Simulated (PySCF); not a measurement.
H2Mo, SMILES [MoH2] (connectivity only; charge and spin as stated), neutral, multiplicity 5.

Coordinates come from a r2SCAN-D4/def2-TZVPD optimisation. The multiplicity is an assumed one; other spin states were not compared. The def2 effective core potentials stand for the cores of Mo; spin–orbit coupling is left out.

All values below come from PBE/def2-TZVPD (PySCF).

Isolated molecule, no solvent.

Problem. Estimate the frontier levels, dipole moment and polarisability. (Estimate from the structure and the level; the computed values follow.)

Solution. 
```
Item                                                                                                            Result
---------------------------------------------------------------------------------------------  -----------------------
α spin, highest occupied and lowest empty level                                                     -4.91 and -2.78 eV
β spin, highest occupied and lowest empty level                                                     -6.92 and -2.53 eV
dipole moment                                                                                                   2.51 D
quadrupole, principal values (traceless, Buckingham form, about the centre of nuclear charge)    -2.10, 0.70, 1.40 D·Å
mean static polarisability                                                                        56.7 bohr³ (8.40 Å³)
polarisability, principal values                                                                56.1, 56.8, 57.1 bohr³
⟨S²⟩                                                                                           6.036 (pure state 6.00)
```
